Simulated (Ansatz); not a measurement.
Mulliken charges of C$_{2}$H$_{4}$BBrS (`CB(Br)C=S`) from PBE/def2-TZVPP in Ansatz (PBE0-D4/def2-TZVP geometry).

```csv
atom,x (Å),y (Å),z (Å),charge (e)
C1,0.562,-0.985,0.584,-0.291
B2,0.309,0.265,-0.294,0.035
Br3,1.676,0.938,-1.474,-0.056
C4,-1.006,1.087,-0.334,-0.014
S5,-2.323,0.310,-0.857,-0.137
H6,1.010,-0.643,1.527,0.113
H7,1.266,-1.688,0.138,0.115
H8,-0.370,-1.494,0.836,0.111
H9,-1.036,2.163,-0.144,0.124
```

**Question.** By hand: the dipole of these point charges (1 e Å = 4.8032 D).

**Answer.** Σ q r = (0.176, 0.021, 0.288) e Å, of length 0.338 e Å = 1.62 D.

**Question.** How does the dipole of the full density compare? (An estimate is asked.)

**Answer.** Ansatz gave: (0.132, 0.012, 0.281) e Å, 1.49 D; the point charges give 1.09 times that, at 6° from its direction.

Point charges leave out the atoms' own dipoles, such as those of lone pairs, and Mulliken's split depends on the basis, so the close match here is no proof of good charges.
